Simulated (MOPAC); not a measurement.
Input file for MOPAC: PM7 on GeH4Si (SMILES [SiH3][GeH]), a point of a bond scan (R = 1.489 Å).

```
PM7 1SCF PRECISE CHARGE=0 THREADS=1
GeH4Si

Ge     0.02685858 1     0.67888508 1     0.55005831 1
H     -0.44427669 1     1.55316857 1    -0.70383312 1
Si    -0.02124929 1    -1.29644312 1    -0.93386225 1
H      0.90831919 1    -1.08769333 1    -2.07782392 1
H     -1.39240712 1    -1.47710314 1    -1.48487088 1
H      0.36638007 1    -2.56249089 1    -0.26126659 1
```

It printed:

```
*******************************************************************************
 **                                                                           **
 **                              MOPAC v23.2.5                                **
 **                                                                           **
 *******************************************************************************
 ** MOPAC's Digital Object Identifier: https://doi.org/10.5281/zenodo.6511958 **
 **                                                                           **
 ** Please cite the open-source release paper for use of this MOPAC version:  **
 ** J. E. Moussa and J. J. P. Stewart (2026)                                  **
 ** MOPAC: An open-source semiempirical molecular orbital program             **
 ** J. Open Source Softw., 11(119), 8025, https://doi.org/10.21105/joss.08025 **
 *******************************************************************************

                              PM7 CALCULATION RESULTS

 *******************************************************************************
 *  PM7        - The PM7 Hamiltonian to be used
 *
 *
 *
 *                 CHARGE ON SYSTEM = 0
 *
 *
 *
 *  PRECISE    - TIGHTER CRITERIA TO BE USED
 *  1SCF       - DO 1 SCF AND THEN STOP
 *  THREADS=1  - MULTI-THREADING NOT USED
 *  T=         - A TIME OF 172800.0 SECONDS REQUESTED
 *  DUMP=N     - RESTART FILE WRITTEN EVERY 7200.0 SECONDS REQUESTED
 *******************************************************************************
PM7 1SCF PRECISE CHARGE=0 THREADS=1
 GeH4Si

   ATOM   CHEMICAL          X               Y               Z
  NUMBER   SYMBOL      (ANGSTROMS)     (ANGSTROMS)     (ANGSTROMS)

     1      Ge          0.02685858  *   0.67888508  *   0.55005831  *
     2       H         -0.44427669  *   1.55316857  *  -0.70383312  *
     3      Si         -0.02124929  *  -1.29644312  *  -0.93386225  *
     4       H          0.90831919  *  -1.08769333  *  -2.07782392  *
     5       H         -1.39240712  *  -1.47710314  *  -1.48487088  *
     6       H          0.36638007  *  -2.56249089  *  -0.26126659  *



          CARTESIAN COORDINATES

    NO.       ATOM           X           Y           Z

     1        Ge          0.0269      0.6789      0.5501
     2         H         -0.4443      1.5532     -0.7038
     3        Si         -0.0212     -1.2964     -0.9339
     4         H          0.9083     -1.0877     -2.0778
     5         H         -1.3924     -1.4771     -1.4849
     6         H          0.3664     -2.5625     -0.2613

 General Reference for PM7:
 "Optimization of Parameters for Semiempirical Methods VI: More Modifications to the
 NDDO Approximations and Re-optimization of Parameters", J. J. P. Stewart, J. Mol. Mod., 1:32, 19 (2013)
 https://link.springer.com/article/10.1007/s00894-012-1667-x

           Empirical Formula: H4 Ge Si  =     6 atoms



      MOLECULAR POINT GROUP   :   Cs


      RHF CALCULATION, NO. OF DOUBLY OCCUPIED LEVELS = 6


 -------------------------------------------------------------------------------
 PM7 1SCF PRECISE CHARGE=0 THREADS=1
 GeH4Si



     1SCF WAS SPECIFIED, SO BFGS WAS NOT USED
     SCF FIELD WAS ACHIEVED


                              PM7 CALCULATION
                                                       MOPAC v23.2.5 Linux




          FINAL HEAT OF FORMATION =         79.27424 KCAL/MOL =     331.68341 KJ/MOL


          COSMO AREA              =        117.17 SQUARE ANGSTROMS
          COSMO VOLUME            =        109.72 CUBIC ANGSTROMS

          IONIZATION POTENTIAL    =          8.181776 EV
          HOMO LUMO ENERGIES (EV) =         -8.182 -1.706
          NO. OF FILLED LEVELS    =          6
          MOLECULAR WEIGHT        =        104.7071         POINT GROUP:  Cs

          MOLECULAR DIMENSIONS (Angstroms)

            Atom       Atom       Distance
            H     6    H     2     4.21802
           Ge     1    H     4     2.86140
            H     4    H     5     2.18418


          SCF CALCULATIONS        =          1





   ATOM   CHEMICAL          X               Y               Z
  NUMBER   SYMBOL      (ANGSTROMS)     (ANGSTROMS)     (ANGSTROMS)

     1      Ge          0.02685858  *   0.67888508  *   0.55005831  *
     2       H         -0.44427669  *   1.55316857  *  -0.70383312  *
     3      Si         -0.02124929  *  -1.29644312  *  -0.93386225  *
     4       H          0.90831919  *  -1.08769333  *  -2.07782392  *
     5       H         -1.39240712  *  -1.47710314  *  -1.48487088  *
     6       H          0.36638007  *  -2.56249089  *  -0.26126659  *

                             CARTESIAN COORDINATES

   1   Ge        0.026858580     0.678885080     0.550058310
   2    H       -0.444276690     1.553168570    -0.703833120
   3   Si       -0.021249290    -1.296443120    -0.933862250
   4    H        0.908319190    -1.087693330    -2.077823920
   5    H       -1.392407120    -1.477103140    -1.484870880
   6    H        0.366380070    -2.562490890    -0.261266590


           Empirical Formula: H4 Ge Si  =     6 atoms



      MOLECULAR POINT GROUP   :   Cs


                  EIGENVALUES
 -18.22135 -15.70278 -12.06345 -12.02974  -9.49822  -8.18178  -1.70565  -0.03805
   2.22605   2.76617   2.81246   8.20617  20.50360  20.58000  20.98954  21.41671
  21.43571


              NET ATOMIC CHARGES AND DIPOLE CONTRIBUTIONS

  ATOM NO.   TYPE          CHARGE      No. of ELECS.   s-Pop       p-Pop       d-Pop
    1         Ge           0.221539        3.7785     1.73988     2.03858
    2          H          -0.037468        1.0375     1.03747
    3         Si          -0.191933        4.1919     0.90146     3.18760     0.10287
    4          H           0.000455        0.9995     0.99954
    5          H           0.000455        0.9995     0.99955
    6          H           0.006952        0.9930     0.99305
 DIPOLE           X         Y         Z       TOTAL
 POINT-CHG.     0.139     1.547     1.556     2.199
 HYBRID        -0.424    -0.040    -1.673     1.726
 SUM           -0.285     1.507    -0.117     1.538


          ATOMIC ORBITAL ELECTRON POPULATIONS

     Atom    s        px        py        pz      x^2-y^2     xz        z^2       yz        xy
    1 Ge   1.73988   0.10423   0.84100   1.09334
    2  H   1.03747
    3 Si   0.90146   0.99903   1.11599   1.07258   0.03317   0.02429   0.00969   0.03018   0.00554
    4  H   0.99954
    5  H   0.99955
    6  H   0.99305

 **********************
 *                    *
 * JOB ENDED NORMALLY *
 *                    *
 **********************




 == MOPAC DONE ==
```

The run finished.

Cost: roughly 0.03 core-seconds.
